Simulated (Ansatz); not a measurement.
Reaction (atomization): `C[O+](C)[AlH3-]` → Al• + 2 C• + 9 H• + O•

Gas-phase electronic energies from Ansatz, PBE0-D4/def2-TZVP geometries. CBS: MP2 limit from def2 TZ/QZ plus the TZ coupled-cluster correction, frozen cores. This one scheme is used for every species, atoms too. DFT in def2-TZVPP. Open shells (•) are unrestricted, without spin–orbit coupling. Spin–orbit coupling would lower the free atoms: a little for Al, C, O.

```json
{"level": "revPBE-D4", "ΔE (kcal/mol)": "1021.1"}
{"level": "r2SCAN", "ΔE (kcal/mol)": "1035.5"}
```

(1) What does CCSD(T)/CBS give? (Estimate.)

Largest T1 diagnostic among the species: 0.018.

Answers

(1) Computed: +1039.4 kcal/mol. The listed levels differ from it by -18.3, -3.9 kcal/mol.

In def2-TZVPP, CCSD(T) changes the Hartree–Fock value by +242.0 kcal/mol (the triples alone add +10.5 kcal/mol) and MP2 by +244.1 kcal/mol; breaking electron pairs costs correlation energy, which Hartree–Fock lacks. From PBE to PBE0 (25 % exact exchange), in def2-TZVPP and without D4, ΔE moves by −10.3 kcal/mol: exact exchange takes away binding that semilocal exchange gives to molecules.

For atomizations the MP2-based limit and the directly extrapolated one differ by several kJ/mol either way, and by 10 to 25 for some Ge, Se and Sn compounds, so smaller differences from it don't rank the levels.
